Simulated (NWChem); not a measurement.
**Correlation energy of HS$_{2}$**

```
S
H 1 1.3652
S 1 1.9801 2 102.00
```
Charge 0, spin multiplicity 2.

The numbers come from NWChem runs, not from measurements. All single points use one geometry, from UPBE0/def2-SVP, a minimum by its harmonic frequencies.

Basis set: cc-pVTZ. Each correlation energy counts from its own Hartree-Fock reference.

The correlated methods keep 10 core orbitals frozen. The structure started from a generated list of species. The unpaired electrons of the parent sit in orbitals of symmetry a" (Cs labels of the run); other states weren't searched. No SCF solution was tested for a lower state. Open-shell Hartree-Fock references start from PBE0 orbitals. Coupled-cluster values serve here as a point of comparison, not as the truth.

Problem. One of these methods gave a correlation energy of -326.4 mHa. Which?
(A) URI-MP2
(B) CCSD[T] on ROHF
(C) CCSD on ROHF
(D) SCS-UMP2

Solution. A, URI-MP2. The others give -324.2 (SCS-UMP2), -368.5 (CCSD on ROHF), -387.5 (CCSD[T] on ROHF).
